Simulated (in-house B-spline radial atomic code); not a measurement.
The magnesium ion Mg²⁺ is squeezed into an impenetrable sphere of radius R (the orbitals vanish at R). No spin polarisation. Computed with a B-spline radial code for spherical atoms: non-relativistic Hartree-Fock, average of configuration, point nucleus.

Energies in eV above the free ion in [He] 2s2 2p6:

| R (bohr) | highest level (eV) | [He] 2s2 2p6 | -dE/dV in [He] 2s2 2p6 (GPa) |
| --- | --- | --- | --- |
| 8.98 | -81.8 | 0 | 5.77e-12 |
| 6.25 | -81.8 | 0 | 7.5e-07 |
| 5.31 | -81.8 | 0 | 6.95e-05 |
| 4.21 | -81.8 | 0.0006488 | 0.0137 |
| 3.62 | -81.8 | 0.008243 | 0.231 |
| 2.82 | -81.6 | 0.2377 | 10.6 |
| 2.41 | -80.8 | 1.274 | 76.6 |
| 2.28 | -80.3 | 2.157 | 144 |
| 1.86 | -75.8 | 11.66 | 1160 |
| 1.33 | -50.3 | 98.19 | 19500 |
